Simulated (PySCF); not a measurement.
## How methods differ on the excitation energy of Xe²⁺

Xe²⁺ [Kr] 4d10 5s2 5p4 (3P) → Xe²⁺ [Kr] 4d10 5s1 5p5 (3P), as a difference of total energies. Computed with PySCF 2.14 in aug-cc-pVTZ-PP with ECP28MDF (6s5p4d2f, 55 functions), with a scalar-relativistic core potential. Correlated levels: valence: 4s2 4p6 4d10 frozen. The calculations carry no spin-orbit coupling.

```
           method  excitation energy (eV)
              UHF                  14.003
              LDA                  12.875
              PBE                  12.772
             PBE0                  13.099
           r2SCAN                  12.934
          r2SCAN0                  13.215
          wB97M-V                  13.164
        CAM-B3LYP                  13.266
           B2PLYP                  13.005
    MP2 (valence)                  12.949
SCS-MP2 (valence)                  12.806
```

How much does correlation contribute at MP2 (valence)?

12.949 − (14.003) = -1.054 eV, measured against UHF.
